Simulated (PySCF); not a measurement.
**Spin states and ions at one geometry of [Tl(OH)4]−**

PySCF 2.14.0, RKS TPSS, Tl def2-SVP with ECP60, O def2-SVP, H def2-SVP; non-relativistic Hamiltonian with scalar-relativistic core potentials where named; density fitting; no spin-orbit coupling; singlets restricted, open shells unrestricted. The geometry is relaxed for charge -1, singlet, vacuum:

```xyz
9

Tl    0.0000    0.0000    0.3386
O     2.1723   -0.3654    0.3361
H     2.4518    0.5725    0.3338
O     0.3654    2.1723    0.3361
H    -0.5725    2.4518    0.3338
O    -2.1723    0.3654    0.3361
H    -2.4518   -0.5725    0.3338
O    -0.3654   -2.1723    0.3361
H     0.5725   -2.4518    0.3338
```

Energies count from the relaxed state; an electron taken off or put on is at rest in vacuum. Charges and spins are Mulliken's.

| state | energy (eV) | spin squared | charge on Tl1 (e) | spin on Tl1 (e) | dipole about the centre of mass (D) |
| --- | --- | --- | --- | --- | --- |
| charge -1, singlet, vacuum | 0.00 | 0.00 | 0.37 | 0.00 | 0.00 |
| charge -1, triplet, vacuum | 2.24 | 2.01 | 0.15 | 0.45 | 0.01 |

Problem. What does the state charge 0, doublet, vacuum give?

Solution. energy (eV) 3.24, spin squared 0.76, charge on Tl1 (e) 0.60, spin on Tl1 (e) -0.06, dipole about the centre of mass (D) 0.00.

With an electron taken off (doublet) the charges change, summed by element, by Tl +0.23 e, O +0.56 e, H +0.21 e. The vertical ionisation energy is 3.24 eV, against −ε(HOMO) = 0.33 eV of the relaxed state. The level lies 2.9 eV too high, as is usual for semilocal functionals and global hybrids, which keep a self-interaction error.

Open shells may have lower solutions than those found.

No frequency check is given that shows the relaxed geometry to be a minimum.
